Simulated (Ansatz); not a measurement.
## Molecular dynamics of H₇OPSSi

The input (input.yaml):

```yaml
crystal:
  periodic: [false, false, false]
  atoms:
    - { symbol: Si, position_ang: [-1.0078, -0.1374, 0.0369] }
    - { symbol: S, position_ang: [0.5138, -2.0573, 0.6691] }
    - { symbol: H, position_ang: [-1.2618, -0.9833, -1.1232] }
    - { symbol: H, position_ang: [-1.3949, -0.1821, 1.4338] }
    - { symbol: O, position_ang: [-1.876, 1.2229, -0.232] }
    - { symbol: H, position_ang: [1.7999, -0.8177, 0.5415] }
    - { symbol: P, position_ang: [1.3543, 0.779, -0.2074] }
    - { symbol: H, position_ang: [0.535, -1.9227, 1.9877] }
    - { symbol: H, position_ang: [-1.9164, 1.6964, -1.0575] }
    - { symbol: H, position_ang: [1.6707, 2.0972, -0.5628] }
    - { symbol: H, position_ang: [1.5832, 0.305, -1.4861] }
magnetization:
  spin_polarized: true
basis:
  gaussian: { orbitals: STO-3G }
hamiltonian:
  xc: pbe0
  dispersion: d4
md:
  timestep: 0.5
  n_steps: 150
  ensemble: nve
  temperature: 600.0
  initial_velocities: maxwell_boltzmann
  seed: 391306
```

Command:

```bash
$ ansatz run input.yaml --threads 1 --pin off --max-ram 2048MiB --backend cpu --events-out ev --progress --plain --runs-dir out
```

It starts from a rough guess of a transition structure, not a stationary point.

Output, in part (step lines, the closing report, with atoms numbered from 0):

```
md step     0: t =     0.00 fs  T =   600.0 K  F+E_penalty+E_count = -29802.24471871 eV  E_kin = 0.698004 eV  conserved = -29801.54671472 eV  (24 SCF iters)
[... lines left out ...]
Total energy: -29803.56585707 eV, -1095.2608436647 hartree
Atom 0 at    -1.145993     0.381813    -0.016930 Å, force     1.799471     0.096364    -0.515762 eV/Å
Atom 1 at     1.020358    -2.757629     0.867470 Å, force    -1.194174    -4.059877     2.548196 eV/Å
Atom 2 at    -1.327139    -0.740291    -0.883976 Å, force     0.047170    -0.137822    -0.943691 eV/Å
Atom 3 at    -1.746489    -0.261954     1.113747 Å, force     0.381052     0.582013     1.055837 eV/Å
Atom 4 at    -2.217487     1.682729    -0.456164 Å, force     0.922112    -0.477651    -2.807159 eV/Å
Atom 5 at     0.907007    -4.307616     0.809305 Å, force     0.268633     4.259461     0.246487 eV/Å
Atom 6 at     1.215802     0.930774    -0.237991 Å, force    -2.584786    -1.391716    -0.205964 eV/Å
Atom 7 at     0.555578    -2.726689     2.263424 Å, force     0.924675    -0.164500    -2.797140 eV/Å
Atom 8 at    -2.034352     1.669416    -1.528747 Å, force    -0.621493     0.368935     2.704098 eV/Å
Atom 9 at     0.860426     2.145920    -0.828493 Å, force     0.008373     0.338552    -0.220053 eV/Å
Atom 10 at     1.215516     0.259901    -1.523408 Å, force     0.048967     0.586242     0.935152 eV/Å
Dipole moment:     0.066151    -0.155033    -0.096889 e Å
```

The steps, from the saved trajectory:

```tsv
time (fs)	T (K)	potential energy less start (eV)	conserved less start (meV/atom)
0.0	600	0.000	0.00
2.5	696	-0.109	0.22
5.0	1208	-0.713	-0.55
7.5	662	-0.065	0.67
10.0	1318	-0.844	-0.80
12.5	942	-0.395	0.20
15.0	930	-0.386	-0.18
17.5	1094	-0.573	0.19
20.0	1658	-1.236	-0.51
22.5	1393	-0.917	0.49
25.0	1803	-1.406	-0.59
27.5	1295	-0.808	0.05
30.0	1291	-0.801	0.21
32.5	1792	-1.396	-0.84
35.0	1715	-1.296	0.05
37.5	2099	-1.749	-0.44
40.0	1516	-1.063	0.24
42.5	1756	-1.348	-0.31
45.0	1437	-0.972	0.14
47.5	1921	-1.544	-0.71
50.0	1918	-1.533	-0.05
52.5	1965	-1.585	0.22
55.0	2449	-2.161	-0.91
57.5	1906	-1.512	0.58
60.0	2406	-2.108	-0.57
62.5	1799	-1.392	0.20
65.0	2065	-1.706	-0.16
67.5	1851	-1.458	-0.26
70.0	1975	-1.605	-0.58
72.5	1924	-1.542	-0.09
75.0	1738	-1.321	0.29
```

The run went to its last step. The conserved energy stayed within 1 meV per atom of its start (net change 0.29 meV per atom), so the integration is sound. The system heated up, since it started high on the potential surface and ran downhill. A run of 0.075 ps of so small a system gives no equilibrium averages. The orbitals stay closed-shell, which can raise the energy where a bond breaks towards radicals; this wasn't checked here. Limits of this set-up: minimal basis.

The step under study would form Si1–P7, S2–H6 and break Si1–S2, H6–P7. These pairs go: Si1–P7 2.55 → 2.43 Å, S2–H6 1.79 → 1.56 Å, Si1–S2 2.53 → 3.92 Å, H6–P7 1.82 → 5.35 Å. In the last frame they stand as after the step (other bonds may differ from the relaxed reactants and products). It ends as H2S + H5OPSi. Pairs count as bonded within 1.25 times the sum of covalent radii (0.12 Å more for H–H).

Last frame:

```xyz
11
Properties=species:S:1:pos:R:3
Si -1.146 0.382 -0.017
S 1.020 -2.758 0.868
H -1.327 -0.740 -0.884
H -1.746 -0.262 1.114
O -2.217 1.683 -0.456
H 0.907 -4.308 0.809
P 1.216 0.931 -0.238
H 0.556 -2.727 2.263
H -2.034 1.669 -1.529
H 0.860 2.146 -0.829
H 1.216 0.260 -1.523
```

Run time: 9.2 min on 1 thread of AMD EPYC 7R43 64-Core Processor (Zen 3), on a shared host, peak memory 0.17 GiB.
